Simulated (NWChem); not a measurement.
Species: CH₄F₂Si; SMILES FC(F)[SiH3]

```xyz
8

F     -0.1409    -1.1246     1.1006
C      0.3916    -0.5305     0.0000
F     -0.1409    -1.1246    -1.1006
Si    -0.0567     1.3405     0.0000
H      1.4786    -0.7382     0.0000
H      0.5212     1.9695    -1.2226
H      0.5212     1.9695     1.2226
H     -1.5411     1.4589     0.0000
```
Atoms are numbered in this order, from 1.

Geometry: optimised at PBE0/def2-SVP.

Symmetry labels are those of Cs in the frame above (b1 and b2, or b-type labels, depend on it).

List the 6 lowest vertical singlet excitations from BHandHLYP/6-31+G* (spherical d), full TDDFT (NWChem).


```csv
state,energy (eV),oscillator strength,symmetry,leading excitation (squared amplitude)
S1,8.26,0.068,a',HOMO → LUMO (0.91)
S2,8.69,0.003,a",HOMO → LUMO+5 (0.50)
S3,8.89,0.001,a',HOMO → LUMO+4 (0.45)
S4,9.13,0.212,a',HOMO → LUMO+1 (0.90)
S5,9.35,0.040,a",HOMO−2 → LUMO (0.72)
S6,9.40,0.015,a',HOMO−1 → LUMO (0.61)
```
